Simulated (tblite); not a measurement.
Compound: C8H13OP.
SMILES with atom numbers: `[CH3:1][C:2]1=[C:3]([CH3:4])[P:5]1(=[O:6])[CH:7]1[CH2:8][CH2:9][CH2:10]1` (hydrogens: H11, H12, H13 on C1; H14, H15, H16 on C4; H17 on C7; H18, H19 on C8; H20, H21 on C9; H22, H23 on C10)

A start from a force field or distance geometry was refined with tblite, GFN2-xTB geometry optimisation, gas phase. Values at the start:

```csv
coordinate,start
C1–C2,1.499 Å
C1–H11,1.124 Å
C2=C3,1.331 Å
C2–P5,1.790 Å
C3–C4,1.524 Å
P5=O6,1.516 Å
P5–C7,1.795 Å
C7–C8,1.542 Å
C7–C10,1.481 Å
C7–H17,1.103 Å
C8–C9,1.513 Å
C8–H18,1.100 Å
C8–H19,1.091 Å
C9–H20,1.103 Å
C9–H21,1.109 Å
C1–C2–C3,144.8°
C1–C2–P5,146.8°
C2–P5–C7,121.2°
C3–P5–O6,111.4°
P5–C7–C10,118.9°
O6–P5–C7,120.2°
C7–C8–C9,86.5°
C8–C9–C10,86.9°
P5–C7–C8–C9,-145°
P5–C7–C10–C9,134°
C7–C8–C9–C10,24°
C8–C9–C10–C7,-25°
```

Task: How do these coordinates change at the GFN2-xTB level?

Result: 
```tsv
coordinate	GFN2-xTB (Å or °)	change
C3–C4	1.476	-0.048
P5=O6	1.470	-0.046
C7–C10	1.527	+0.046
P5–C7	1.836	+0.041
C1–H11	1.090	-0.034
C1–C2	1.475	-0.024
C8–C9	1.535	+0.022
C9–H21	1.088	-0.021
C2=C3	1.348	+0.017
C9–H20	1.088	-0.015
C2–P5	1.803	+0.013
C7–H17	1.092	-0.011
C8–H18	1.090	-0.010
C7–C8	1.539	-0.003
C8–H19	1.088	-0.003
C3–P5–O6	125.2	+13.8
C2–P5–C7	115.0	-6.2
O6–P5–C7	114.6	-5.6
C1–C2–P5	151.7	+4.9
C1–C2–C3	140.0	-4.8
P5–C7–C10	115.0	-3.9
C8–C9–C10	89.8	+2.9
C7–C8–C9	88.9	+2.4
P5–C7–C8–C9	-106	+39
C8–C9–C10–C7	11	+36
C7–C8–C9–C10	-11	-35
P5–C7–C10–C9	101	-33
```

The energy falls by 0.995 eV over 172 L-BFGS steps, the largest force on an atom goes from 3.42 to 0.009 eV/Å, and the atoms move by 0.771 Å rms after alignment. Among the bonds, C3–C4 and C4–H16 change most and about equally (-0.048 Å). Bonds longer at the end by more than 0.005 Å: 8 of 24; shorter: 13. Among the dihedrals that turn most is H13–C1–C2–C3, from -59° to 1°. Rotational constants go from 1731, 789.4, 742.4 to 1550, 892.1, 798.9 MHz.

The run took 1.7 s on Intel Xeon Platinum 8488C, one thread, no GPU, shared host.

Its GFN2-xTB frequencies are all real (lowest 34 cm⁻¹). One conformer, not necessarily the lowest.

The numbers are calculated, not measured.
